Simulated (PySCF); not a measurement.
CH6AlClSi, SMILES [CH3][Al]([SiH3])[Cl].

Geometry optimised at PBE0-D3(BJ)/def2-SVP. The structure was generated by enumeration; whether it is a known compound was not checked.

Computed with PySCF with PBE/def2-TZVP.

```json
{
 "total_energy": "-1033.41264 hartree",
 "highest_occupied_level": "-6.45 eV",
 "lowest_empty_level": "-2.37 eV",
 "orbital_gap": "4.07 eV",
 "dipole_moment": "0.365 e·Å",
 "quadrupole, principal values (traceless, Buckingham form, about the centre of nuclear charge)": "-5.87, 0.23, 5.64 D·Å",
 "mean_static_polarisability": "85.6 bohr³ (12.69 Å³)",
 "polarisability_principal_values": "67.0, 88.2, 101.6 bohr³"
}
```
